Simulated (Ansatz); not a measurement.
Stepwise reaction of dichlorosilane with water, as a gas-phase model of exchange steps in deposition or etching. ΔE in kJ/mol.

Calculated with Ansatz (gas phase, PBE0-D4/def2-TZVP geometries, no zero-point term in ΔE). CCSD(T)/CBS adds triple-zeta CCSD(T) − MP2 to the extrapolated MP2 energy (def2 sets, frozen cores). This one scheme is used for every species. DFT in def2-TZVPP. B3LYP here is the variant with VWN-RPA as its local correlation; programs differ in this. Each species was taken in one conformer, which may not be the lowest.

```csv
step,reaction,PBE-D4,B3LYP-D4,ωB97M-V,CCSD(T)/CBS
1,`Cl[SiH2]Cl` + H₂O → `O[SiH](Cl)Cl` + H₂,-88.1,-93.2,-94.0,-89.7
2,`O[SiH](Cl)Cl` + H₂O → `O[Si](O)(Cl)Cl` + H₂,-83.0,-89.4,-90.7,-86.8
```

(1) By hand: ΔE of the 2 steps together at CCSD(T)/CBS.

## Answers

(1) (-89.7) + (-86.8) = -176.5 kJ/mol, or -88.2 kJ/mol a step.

In ΔE the steps differ by no more than 2.9 kJ/mol. All are downhill at CCSD(T)/CBS. PBE-D4 differs from CCSD(T)/CBS by 1.6 to 3.8 kJ/mol a step. Isolated molecules leave out the surface, adducts and barriers. Largest T1 diagnostic: 0.010.
